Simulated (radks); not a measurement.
Question: Coherent X-ray form factor from a spherical all-electron density. All-electron calculation, scalar-relativistic Kohn-Sham, PBE, spin-unpolarised, spherical densities, finite nucleus; Fermi nuclear charge, rms radius of each element as measured or else 0.836 A^(1/3) + 0.57 fm. Program: a radial shooting solver on a logarithmic mesh with Libxc functionals.

sin(theta)/lambda (1/angstrom),f0 (electrons)
0.05,28.678
0.1,27.777
0.15,26.455
0.2,24.885
0.25,23.207
0.3,21.512
0.4,18.266
0.5,15.392
0.6,12.993
0.8,9.626
1,7.722
1.25,6.439
1.5,5.619
2,4.248

The species is in the configuration that NIST lists as its ground one. Which atom or ion scatters so?

Answer: The gallium ion Ga2+, [Ar] 3d10 4s1. Extrapolating in s^2 from the first two rows gives f0(0) = 29.0, near the electron count 29; among species with that count, the fall with angle is slower the higher Z, and the table is that of Z = 31; from so few rows the species is fixed only to a neighbour or two.
